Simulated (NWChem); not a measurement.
Program: NWChem. System: HFOPb, charge 0, spin multiplicity 1, at a geometry optimised with B3LYP/def2-SVP with def2 effective core potentials on Pb. The structure started from a generated list of species. Level: G0W0@PBE0/def2-SVP with def2 effective core potentials on Pb, RI basis def2-svp-rifit, no spin-orbit coupling.

Job file:

```
start mol
memory heap 200 mb stack 700 mb global 1700 mb
geometry units angstroms nocenter noautoz
  Pb    -0.027525    -0.265018     0.000000
  F     -1.377778     1.311195     0.000000
  O      1.658073     0.999643     0.000000
  H      1.392462     1.933568     0.000000
  symmetry group Cs
end
basis spherical
  * library def2-svp
end
ecp
  Pb library def2-ecp
end
basis "ri basis" bse spherical
  * library def2-svp-rifit
end
dft
  xc pbe0
  iterations 100
  direct
  tolerances tight
end
task dft energy
gw
  states alpha occ 4 vir 2
end
task dft gw
```

Output (cleaned and shortened):

```
             Northwest Computational Chemistry Package (NWChem) 7.3.0
             --------------------------------------------------------

                                NWChem Input Module
                                -------------------

 Scaling coordinates for geometry "geometry" by  1.889725989
 (inverse scale =  0.529177249)

 Turning off AUTOSYM since
 SYMMETRY directive was detected!

                             Geometry "geometry" -> ""
                             -------------------------

 Output coordinates in angstroms (scale by  1.889725989 to convert to a.u.)

  No.       Tag          Charge          X              Y              Z
 ---- ---------------- ---------- -------------- -------------- --------------
    1 Pb                  82.0000    -0.02752500    -0.26501800     0.00000000
    2 F                    9.0000    -1.37777800     1.31119500     0.00000000
    3 O                    8.0000     1.65807300     0.99964300     0.00000000
    4 H                    1.0000     1.39246200     1.93356800     0.00000000

 Effective nuclear repulsion energy (a.u.)     388.0003507092

            Nuclear Dipole moment (a.u.)
            ----------------------------
        X                 Y               Z
 ---------------- ---------------- ----------------
    -0.0000113384    -0.0000170075     0.0000000000

      Symmetry information
      --------------------

 Group name             Cs
 Group number              2
 Group order               2
 No. of unique centers     4

      Symmetry unique atoms

     1    2    3    4


 Summary of "ao basis" -> "" (spherical)
 ------------------------------------------------------------------------------
       Tag                 Description            Shells   Functions and Types
 ---------------- ------------------------------  ------  ---------------------
 *                          def2-svp                  on all atoms

 Summary of "ri basis" -> "" (spherical)
 ------------------------------------------------------------------------------
       Tag                 Description            Shells   Functions and Types
[...]
     ---------------------------------

     L   x y z        total         alpha         beta         nuclear
     -   - - -        -----         -----         ----         -------
     0   0 0 0     -0.000000    -20.000000    -20.000000     40.000000

     1   1 0 0     -0.015371     -1.568121     -1.568121      3.120871
     1   0 1 0     -1.133129    -15.590898    -15.590898     30.048667
     1   0 0 1     -0.000000     -0.000000     -0.000000      0.000000

     2   2 0 0    -33.849001    -90.191521    -90.191521    146.534041
     2   1 1 0      2.004143      1.262885      1.262885     -0.521627
     2   1 0 1     -0.000000     -0.000000     -0.000000      0.000000
     2   0 2 0    -27.388475    -65.030475    -65.030475    102.672474
     2   0 1 1     -0.000000     -0.000000     -0.000000      0.000000
     2   0 0 2    -25.426213    -12.713107    -12.713107      0.000000

 Task  times  cpu:        6.5s     wall:        6.5s

                                NWChem Input Module
                                -------------------

                                 NWChem GW Module
                                 ----------------

                             ***********************
                             ***        GW       ***
                             ***********************

 Summary of "ri basis" -> "ri basis" (spherical)
 ------------------------------------------------------------------------------
       Tag                 Description            Shells   Functions and Types
 ---------------- ------------------------------  ------  ---------------------
 Pb                      def2-svp-rifit             31      121   9s8p7d5f2g
 F                       def2-svp-rifit             16       48   6s5p4d1f
 O                       def2-svp-rifit             16       48   6s5p4d1f
 H                       def2-svp-rifit              6       14   3s2p1d

                 Memory Information
                 ------------------
          Available GA per process is          1700.0 MBs
          Available stack per process is        700.0 MBs
          Available heap per process is           0.0 MBs

          Peak memory in Initialization
              Peak GA per process is                  2.7 MBs
              Peak stack per process is               0.0 MBs
              Peak heap per process is                2.9 MBs
              Memory not in MA per process            0.0 MBs

          Peak memory in AFF Calculation
              Peak GA per process is                  8.2 MBs
              Peak stack per process is               4.6 MBs
              Peak heap per process is                0.0 MBs
              Memory not in MA per process            4.6 MBs

          Computing 2-center integrals
          Computing Inverse Cholesky factor
          Computing 3-center integrals
          Computing V_xc ...

          Computing Sigma_x
          Computing RPA polarizability
          Solving quasiparticle equations

                  Alpha Orbitals
          State     Energy (eV)     Error (eV)
          -----------------------------------
@GW        17        -11.052           0.004
@GW        18        -10.688           0.004
@GW        19         -9.371           0.003
@GW        20         -9.478           0.003
@GW        21          0.268           0.002
@GW        22          2.152           0.002

   Applying  -1.5503 eV scissor-shift to rest of particle states

   Applying   2.5411 eV scissor-shift to rest of hole states

     GW Timing Statistics
   ------------------------
   Init.   :          0.1s
     ERIs  :          0.3s
     Distr.:          0.0s
     Vxc   :          0.8s
   Sigma_x :          0.0s
   RPA     :          0.2s
   Wmn     :          0.0s
   Sigma_c :          0.0s
   GW total:          1.4s

 Task  times  cpu:        1.4s     wall:        1.4s

 Total times  cpu:        8.0s     wall:        8.0s
```
